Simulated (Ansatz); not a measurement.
Geometry optimisation, RHF/def2-SVP in Ansatz.

Input file:

```yaml
crystal:
  periodic: [false, false, false]
  atoms:
    - { symbol: W, position_ang: [0.139885, -0.428706, -0.280988] }
    - { symbol: Cl, position_ang: [0.472338, 0.328581, 3.219269] }
    - { symbol: Cl, position_ang: [2.379119, -0.548969, 0.233041] }
    - { symbol: Cl, position_ang: [0.204454, 3.011671, -0.391099] }
    - { symbol: Cl, position_ang: [-1.981559, -0.186906, 0.556572] }
    - { symbol: Cl, position_ang: [-0.110332, -2.713755, -0.665296] }
    - { symbol: Cl, position_ang: [0.145365, 0.393399, -2.438272] }
    - { symbol: F, position_ang: [0.343615, 1.455698, 0.296668] }
    - { symbol: H, position_ang: [0.861514, 1.245886, 2.354006] }
basis:
  gaussian: { orbitals: def2-SVP }
hamiltonian:
  xc: hf
relax:
  f_tol: 0.03
  max_steps: 50
```

Run as:

```bash
$ ansatz run input.yaml --threads 4 --pin off --max-ram 5120MiB --backend cpu --events-out ev --progress --plain --runs-dir out
```

Q: Where does it end, and by what steps?

A: It converged. The force dipped under the threshold on the way, but the program's further checks kept it going. After 30 steps the energy has fallen by 0.971 eV; F8 moved furthest, 1.08 Å. Parted: W1–F8 (1.98 → 3.43 Å).

```json
{"step": "0", "energy less start (eV)": "0.0000", "largest force component (eV/Å)": "3.784", "accepted": "yes"}
{"step": "2", "energy less start (eV)": "-0.7960", "largest force component (eV/Å)": "1.451", "accepted": "yes"}
{"step": "4", "energy less start (eV)": "-0.9051", "largest force component (eV/Å)": "0.253", "accepted": "yes"}
{"step": "6", "energy less start (eV)": "-0.9128", "largest force component (eV/Å)": "0.185", "accepted": "yes"}
{"step": "8", "energy less start (eV)": "-0.9241", "largest force component (eV/Å)": "0.205", "accepted": "yes"}
{"step": "10", "energy less start (eV)": "-0.9367", "largest force component (eV/Å)": "0.286", "accepted": "yes"}
{"step": "12", "energy less start (eV)": "-0.9585", "largest force component (eV/Å)": "0.272", "accepted": "yes"}
{"step": "14", "energy less start (eV)": "-0.9641", "largest force component (eV/Å)": "0.131", "accepted": "yes"}
{"step": "16", "energy less start (eV)": "-0.9667", "largest force component (eV/Å)": "0.112", "accepted": "yes"}
{"step": "18", "energy less start (eV)": "-0.9685", "largest force component (eV/Å)": "0.088", "accepted": "yes"}
{"step": "20", "energy less start (eV)": "-0.9688", "largest force component (eV/Å)": "0.142", "accepted": "no"}
{"step": "22", "energy less start (eV)": "-0.9698", "largest force component (eV/Å)": "0.076", "accepted": "yes"}
{"step": "24", "energy less start (eV)": "-0.9702", "largest force component (eV/Å)": "0.021", "accepted": "yes"}
{"step": "26", "energy less start (eV)": "-0.9702", "largest force component (eV/Å)": "0.131", "accepted": "no"}
{"step": "28", "energy less start (eV)": "-0.9706", "largest force component (eV/Å)": "0.055", "accepted": "yes"}
{"step": "30", "energy less start (eV)": "-0.9708", "largest force component (eV/Å)": "0.028", "accepted": "yes"}
```

```xyz
9
Properties=species:S:1:pos:R:3
W 0.107 -0.863 -0.609
Cl 0.368 0.209 3.457
Cl 2.255 -0.538 0.110
Cl -0.429 3.747 -0.231
Cl -1.943 -0.039 -0.059
Cl -0.164 -3.027 0.060
Cl 0.294 -0.008 -2.720
F 0.546 2.479 0.024
H 1.421 0.596 2.853
```

Whether the end is a true minimum wasn't checked by a vibrational analysis.

Run time: 4.6 min on 4 threads of Arm Neoverse N1, on a shared host, peak memory 0.68 GiB.
